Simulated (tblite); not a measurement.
Run record: tight-binding relaxation, `Cl[C@@H]1[C@@](C)(BOC)C=C1`.

Computed with GFN2-xTB geometry optimisation, gas phase (tblite 0.8.0). Start geometry: from a force field or distance geometry. A driver script takes a list of jobs; this job's settings line and coordinates (Å) are shown.

Command:
```bash
OMP_NUM_THREADS=1 python probes_run.py task.json out
```

Input:
```
{"job": {"kind": "relax", "xc": "GFN2-xTB", "basis": "xTB"}, "charge": 0, "multiplicity": 1}
C      2.935100    -0.114600     0.010700
O      1.874900    -0.081600     0.904700
B      0.745200    -0.860200     0.435400
C     -0.589500    -0.015900     0.092600
C     -0.348800     1.472400     0.032600
C     -1.397700    -0.547100    -0.992800
C     -2.407100    -0.807500    -0.249000
C     -1.747300    -0.321100     0.963300
Cl    -2.487300     1.116200     1.691600
H      2.811000    -1.048500    -0.598700
H      3.871400    -0.141100     0.577100
H      2.891700     0.778400    -0.658100
H      0.918200    -1.867900    -0.172700
H      0.054600     1.774700     1.023300
H      0.369600     1.743800    -0.759600
H     -1.282800     2.013500    -0.148000
H     -1.194600    -0.666800    -2.067800
H     -3.403000    -1.246900    -0.438100
H     -1.623400    -1.170600     1.685800
```

Output:
```
step      E/eV     max force
  0    -754.38649    4.617
  1    -754.72109    4.694
  2    -754.97866    0.922
  3    -755.05552    0.814
  4    -755.16832    0.978
  5    -755.22036    0.637
  6    -755.26355    0.489
  7    -755.29809    0.609
  8    -755.33719    0.664
  9    -755.37382    0.512
... (99 lines left out)
109    -755.89978    0.030
110    -755.89986    0.021
111    -755.89994    0.025
112    -755.90001    0.020
113    -755.90007    0.017
114    -755.90012    0.017
115    -755.90016    0.013
116    -755.90019    0.010
117    -755.90021    0.011
118    -755.90023    0.009
```

«max force» is the largest atomic force in eV/Å.

Q: From which step on does the largest force stay under 0.1 eV/Å, and how much energy is left to gain from there?

A: From step 43 (0.087 eV/Å), 20.8 meV above the end.

In short: energy lowered by 34.9 kcal/mol over 118 steps; largest atomic force 0.009 eV/Å at the end.

Q: Give the final coordinates.

A: 0.496 Å rms from the input after alignment:
```
atom  x, y, z in Å
C1     3.1866   -0.3133    0.0723
O2     1.8636    0.1579    0.0348
B3     0.7785   -0.5957    0.0324
C4    -0.6436    0.1413   -0.0153
C5    -0.5528    1.6636    0.0099
C6    -1.5844   -0.3823   -1.0854
C7    -2.4804   -0.8696   -0.2333
C8    -1.6976   -0.4726    0.9785
Cl9   -2.5003    0.6571    2.0828
H10    3.2290   -1.4058    0.0766
H11    3.6680    0.0728    0.9734
H12    3.7168    0.0682   -0.8030
H13    0.8280   -1.7794    0.0564
H14   -0.0887    1.9980    0.9342
H15    0.0581    2.0021   -0.8233
H16   -1.5405    2.1128   -0.0717
H17   -1.5053   -0.3632   -2.1567
H18   -3.4167   -1.3890   -0.3242
H19   -1.3281   -1.2936    1.5941
```

On an Arm Neoverse V2 with one thread, no GPU, on a shared host, this took 0.87 s.
Labels such as C1 count atoms from 1, the log's own numbers from 0.
